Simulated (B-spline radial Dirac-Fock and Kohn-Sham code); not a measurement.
X-ray scattering factor of Hf⁺

System: hafnium as Hf⁺, [Xe] 4f14 5d1 6s2, inside a Watson sphere of charge -1 and radius 2 Å (a model of the Madelung potential; inside it an electron's potential energy is raised by 7.2 eV).

The computed values come from a B-spline atomic structure program: Dirac-Fock orbitals of the configuration average with a finite nucleus. f₀ is the Fourier transform of the spherical electron density, S the Waller-Hartree incoherent function, and s = sin θ/λ. The electron scattering factor follows from the Mott-Bethe formula f_e = 0.023934 Å⁻¹·(Z − f₀)/s².

```
s (Å⁻¹)      f₀       S  f_e (Å)
      0  71.000   0.000        –
   0.08  68.466   3.044   13.218
   0.09  67.900   3.582   12.115
   0.11  66.694   4.629   10.496
   0.14  64.777   6.141    8.821
   0.17  62.800   7.635    7.619
    0.2  60.797   9.126    6.703
   0.24  58.108  11.070    5.772
   0.29  54.760  13.379    4.906
   0.36  50.226  16.402    4.021
   0.43  46.021  19.222    3.363
   0.52  41.216  22.493    2.725
   0.63  36.215  25.947    2.158
   0.76  31.307  29.498    1.686
   0.92  26.459  33.373    1.288
   1.11  22.160  37.430    0.968
   1.35  18.540  41.924    0.702
   1.63  15.914  46.377    0.505
   1.97  13.660  50.566    0.360
   2.38  11.272  54.166    0.257
   2.88   8.737  57.273    0.183
   3.48   6.632  59.999    0.129
   4.21   5.278  62.434    0.090
```

f₀ starts at the number of electrons, 71, and has fallen to half at s ≈ 0.65 Å⁻¹. The sum of ⟨r²⟩ over the electrons is 62.39 bohr². For an ion f_e diverges as s goes to zero, because of the net charge.
